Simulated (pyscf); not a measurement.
O=MoH(Cl)(Cl)–Cl, singlet

Gas-phase minimum from PySCF at ωB97X-D3(BJ)/def2-SVP, one conformer. 

```xyz
6

O      1.8480    -0.0048    -0.8727
Mo     0.3200     0.2032    -0.3374
Cl    -0.3506     2.0264    -1.5145
Cl    -1.3119    -1.1729    -1.1133
Cl     0.4145    -0.7123     1.7392
H      0.3734     1.4767     0.7217
```
Charge 0, spin multiplicity 1.

Bonds (Å): O1–Mo2 1.632, Mo2–Cl3 2.271, Mo2–Cl4 2.271, Mo2–Cl5 2.271, Mo2–H6 1.657. Angles (°): O1–Mo2–Cl3 102.0, O1–Mo2–Cl4 118.9, O1–Mo2–Cl5 102.1, O1–Mo2–H6 106.1, Cl3–Mo2–Cl4 95.6, Cl3–Mo2–Cl5 144.1, Cl3–Mo2–H6 74.0, Cl4–Mo2–Cl5 95.6, Cl4–Mo2–H6 135.0, Cl5–Mo2–H6 74.0.

Properties at ωB97X-D3(BJ)/def2-SVP:

```json
{
  "harmonic_wavenumbers_unscaled": "120, 124, 142, 202, 269, 375, 408, 419, 691, 964, 1142, 2114 cm⁻¹",
  "zero_point_energy": "10.0 kcal/mol",
  "rotational_symmetry_number": "1",
  "Entropy of this conformer at 298 K and 1 atm, rigid rotor and harmonic oscillator, modes under 100 cm⁻¹ raised to 100": "365.2 J/(mol K)",
  "dipole_moment": "0.38 D"
}
```

Single-point totals, which compare only within one level:

```
level                   total energy (hartree)
----------------------  ----------------------
ωB97X-D3(BJ)/def2-TZVP             -1524.91561
PBE/def2-TZVP                      -1524.29042
r²SCAN/def2-TZVP                   -1524.80532
B3LYP-D3(BJ)/def2-TZVP             -1524.95652
PBE0-D3(BJ)/def2-TZVP              -1524.33128
M06-2X/def2-TZVP                   -1524.65402
ωB97M-D3(BJ)/def2-TZVP             -1524.97760
```

Elements past Kr carry the def2 core potentials, without spin-orbit coupling.
